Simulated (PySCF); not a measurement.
C (carbon, neutral) across methods

[He] 2s2 2p1 3s1, high-spin 3P determinant (an excited configuration). Calculation: PySCF 2.14, in aug-cc-pVQZ; no relativity, point nucleus. The B2PLYP total includes its PT2 part (frozen core); its orbital energies are those of the SCF part.

```
 method  E (hartree)  mean ε 2s β (eV)  mean ε 2p α (eV)  mean ε 3s α (eV)  Σ⟨r²⟩ (bohr²)   ⟨S²⟩
    PBE     -37.5108           -18.689           -12.051            -1.972          35.46  2.002
wB97M-V     -37.5605           -22.726           -15.847            -3.207          34.63  2.001
  HSE06     -37.5234           -19.791           -13.478            -2.057          35.47  2.003
    LDA     -37.1767           -18.570           -11.896            -1.923          35.01  2.001
  wB97X     -37.5528           -22.873           -16.384            -3.479          35.83  2.003
   PBE0     -37.5190           -20.219           -13.867            -2.397          35.51  2.003
 B2PLYP     -37.5434           -21.477           -15.737            -2.606          35.28  2.004
 r2SCAN     -37.5366           -18.946           -12.769            -1.938          35.58  2.005
    UHF    -37.41845           -23.533           -18.889            -3.325          35.66  2.007
```

The outer electron is Rydberg-like, and this basis confines it to a smaller radius and binds it less than a complete one would.
